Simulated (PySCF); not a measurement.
A calculated (UHF, PySCF 2.14, x2c-TZVPPall with one added diffuse shell each of s, p, d, f type, the spin-free X2C one-electron Hamiltonian (Gaussian nucleus)) atom or ion has these occupied shells.

```
shell  electrons  orbital energy (eV)  rms radius, mean of both spins (bohr)
 1s α          1             -52272.3                                 0.0245
 1s β          1             -52272.3                                 0.0245
 2s α          1              -8804.6                                 0.0989
 2s β          1              -8804.4                                 0.0989
 2p α          3              -7833.3                                 0.0890
 2p β          3              -7833.1                                 0.0890
 3s α          1              -2023.4                                  0.255
 3s β          1              -2019.2                                  0.255
 3p α          3              -1716.8                                  0.255
 3p β          3              -1712.1                                  0.255
 3d α          5              -1309.7                                  0.234
 3d β          5              -1304.6                                  0.234
 4s α          1              -446.78                                  0.575
 4s β          1              -435.85                                  0.575
 4p α          3              -343.31                                  0.610
 4p β          3              -331.23                                  0.610
 4d α          5              -197.53                                  0.672
 4d β          5              -181.85                                  0.672
 5s α          1              -78.194                                   1.41
 5s β          1              -73.690                                   1.41
 5p α          3              -50.105                                   1.64
 5p β          3              -46.048                                   1.64
 4f α          7              -36.822                                  0.907
 4f β          1              -29.188                                  0.907
 5d α          1              -20.041                                   2.52
```

Q: Name the element and its charge.

A: Tb²⁺ (terbium, charge +2), in [Xe] 4f8 5d1, one real determinant (an excited configuration).
